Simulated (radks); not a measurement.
Values are calculated unless marked as measured or tabulated.
Question: The mean radii <r> (bohr) of the occupied orbitals of an atom or ion are listed with their occupations. Level of theory: scalar-relativistic Kohn-Sham, PBE, spin-unpolarised, spherical densities, point nucleus (a radial shooting solver on a logarithmic mesh with Libxc functionals).

orbital  occ.      <r>
1s          2  0.02143
2s          2  0.08762
2p          1  0.07655

Name the element and its charge.

Answer: Z = 65, terbium, charge +60: Tb60+ in [He] 2s2 2p1. The 1s radius gives Z: for a bare nucleus <r> = (2 gamma + 1)/(2Z) with gamma = sqrt(1 - (Z/c)^2), 0.02124 bohr for Z = 65, and screening makes it slightly larger (0.02143 here). The occupations add up to 5, and the charge is Z minus that.
